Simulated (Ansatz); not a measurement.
Reaction (redistribution): `[SiH3][SiH2]BCl` + `NC[S][GeH3]` → `[SiH3][SiH2][S][GeH3]` + `NCBCl`

Computed with Ansatz on PBE0-D4/def2-TZVP structures; ΔE is electronic, products minus reactants. CCSD(T)/CBS adds triple-zeta CCSD(T) − MP2 to the extrapolated MP2 energy (def2 sets, frozen cores). DFT in def2-TZVPP. For Ge outer-core shells are correlated without core-valence functions, which leaves a few kJ/mol of doubt a bond. Scalar relativity is left out up to krypton. One conformer a species, not always the lowest.

(1) Is it downhill or uphill in electronic energy at CCSD(T)/CBS, and by how much? (An estimate is asked.)

(2) What do these levels give: ωB97M-V, r2SCAN, MP2/def2-TZVPP, CCSD(T)/def2-TZVPP, HF/def2-QZVPP, SCS-MP2/def2-QZVPP? (Best estimate.)

Largest T1 diagnostic among the species: 0.014.

Results:

(1) Ansatz gave: Downhill: ΔE = -1.25 eV.

(2) The calculation gave: ωB97M-V -1.28, r2SCAN -1.24, MP2/def2-TZVPP -1.30, CCSD(T)/def2-TZVPP -1.21, HF/def2-QZVPP -1.33, SCS-MP2/def2-QZVPP -1.29 eV.

From PBE to PBE0 (25 % exact exchange), in def2-TZVPP and without D4, ΔE moves by −0.07 eV.
